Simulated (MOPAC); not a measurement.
A run for MOPAC: AM1 on GeH, 2S+1 = 2, a point of a bond scan (R = 3.213 Å).

```
AM1 1SCF PRECISE CHARGE=0 UHF MS=0.5 THREADS=1
GeH

Ge    -0.00000000 1    -0.00000000 1    -0.04867720 1
H      0.00000000 1     0.00000000 1     3.16401792 1
```

Output:

```
*******************************************************************************
 **                                                                           **
 **                              MOPAC v23.2.5                                **
 **                                                                           **
 *******************************************************************************
 ** MOPAC's Digital Object Identifier: https://doi.org/10.5281/zenodo.6511958 **
 **                                                                           **
 ** Please cite the open-source release paper for use of this MOPAC version:  **
 ** J. E. Moussa and J. J. P. Stewart (2026)                                  **
 ** MOPAC: An open-source semiempirical molecular orbital program             **
 ** J. Open Source Softw., 11(119), 8025, https://doi.org/10.21105/joss.08025 **
 *******************************************************************************

                              AM1 CALCULATION RESULTS

 *******************************************************************************
 *  AM1        - The AM1 Hamiltonian to be used
 *  UHF        - UNRESTRICTED HARTREE-FOCK CALCULATION
 *
 *
 *
 *                 CHARGE ON SYSTEM = 0
 *
 *
 *
 *  MS=        - IN MECI, MAGNETIC COMPONENT OF SPIN =  0.5
 *  PRECISE    - TIGHTER CRITERIA TO BE USED
 *  1SCF       - DO 1 SCF AND THEN STOP
 *  THREADS=1  - MULTI-THREADING NOT USED
 *  T=         - A TIME OF 172800.0 SECONDS REQUESTED
 *  DUMP=N     - RESTART FILE WRITTEN EVERY 7200.0 SECONDS REQUESTED
 *******************************************************************************
AM1 1SCF PRECISE CHARGE=0 UHF MS=0.5 THREADS=1
 GeH

   ATOM   CHEMICAL          X               Y               Z
  NUMBER   SYMBOL      (ANGSTROMS)     (ANGSTROMS)     (ANGSTROMS)

     1      Ge         -0.00000000  *  -0.00000000  *  -0.04867720  *
     2       H          0.00000000  *   0.00000000  *   3.16401792  *



          CARTESIAN COORDINATES

    NO.       ATOM           X           Y           Z

     1        Ge         -0.0000     -0.0000     -0.0487
     2         H          0.0000      0.0000      3.1640

  H: (AM1): M.J.S. DEWAR ET AL, J. AM. CHEM. SOC. 107 3902-3909 (1985)
 Ge: (AM1): M.J.S.Dewar and C.Jie, Organometallics, 8, 1544, (1989)

           Empirical Formula: H Ge  =     2 atoms



      MOLECULAR POINT GROUP   :   C*v


          UHF CALCULATION, NO. OF ALPHA ELECTRONS =    3
                           NO. OF BETA  ELECTRONS =    2

 -------------------------------------------------------------------------------
 AM1 1SCF PRECISE CHARGE=0 UHF MS=0.5 THREADS=1
 GeH



     1SCF WAS SPECIFIED, SO BFGS WAS NOT USED
     SCF FIELD WAS ACHIEVED


                              AM1 CALCULATION
                                                       MOPAC v23.2.5 Linux




          FINAL HEAT OF FORMATION =        144.41096 KCAL/MOL =     604.21545 KJ/MOL


          COSMO AREA              =         88.51 SQUARE ANGSTROMS
          COSMO VOLUME            =         71.03 CUBIC ANGSTROMS

          IONIZATION POTENTIAL    =          7.072027 EV
          ALPHA SOMO LUMO (EV)    =         -7.082 -1.013
          BETA  SOMO LUMO (EV)    =         -7.072 -1.000
          NO. OF ALPHA ELECTRONS  =          3
          NO. OF BETA  ELECTRONS  =          2
          MOLECULAR WEIGHT        =         73.5979         POINT GROUP:  C*v

          MOLECULAR DIMENSIONS (Angstroms)

            Atom       Atom       Distance
            H     2   Ge     1     3.21270
            H     2   Ge     1     0.00000
           Ge     1    H     2     0.00000


          SCF CALCULATIONS        =          1





   ATOM   CHEMICAL          X               Y               Z
  NUMBER   SYMBOL      (ANGSTROMS)     (ANGSTROMS)     (ANGSTROMS)

     1      Ge         -0.00000000  *  -0.00000000  *  -0.04867720  *
     2       H          0.00000000  *   0.00000000  *   3.16401792  *

                             CARTESIAN COORDINATES

   1   Ge       -0.000000000    -0.000000000    -0.048677200
   2    H        0.000000000     0.000000000     3.164017920


           Empirical Formula: H Ge  =     2 atoms



      MOLECULAR POINT GROUP   :   C*v


          ALPHA EIGENVALUES
 -11.39666  -8.57587  -7.08168  -1.01307  -0.60306


           BETA EIGENVALUES
  -8.75754  -7.07203  -0.99971  -0.59751   1.58020


              NET ATOMIC CHARGES AND DIPOLE CONTRIBUTIONS

  ATOM NO.   TYPE          CHARGE      No. of ELECS.   s-Pop       p-Pop
    1         Ge           0.016415        3.9836     1.98591     1.99768
    2          H          -0.016415        1.0164     1.01642
 DIPOLE           X         Y         Z       TOTAL
 POINT-CHG.     0.000     0.000    -0.253     0.253
 HYBRID        -0.000    -0.000     0.186     0.186
 SUM           -0.000    -0.000    -0.067     0.067


          ATOMIC ORBITAL ELECTRON POPULATIONS

     Atom    s        px        py        pz
    1 Ge   1.98591   1.00000   0.00000   0.99768
    2  H   1.01642


                    (SZ)    =    0.500000
                    (S**2)  =    1.740706


          ATOMIC ORBITAL SPIN POPULATIONS

    Atom   Total    s     px     py     pz
         Atomic
    1 Ge  0.0185  0.013  1.000  0.000 -0.995
    2  H  0.9815  0.982

 **********************
 *                    *
 * JOB ENDED NORMALLY *
 *                    *
 **********************




 == MOPAC DONE ==
```

The run finished. Its determinant has ⟨S²⟩ = 1.74, a mixture of spin states.

Cost: roughly 0.05 core-seconds.
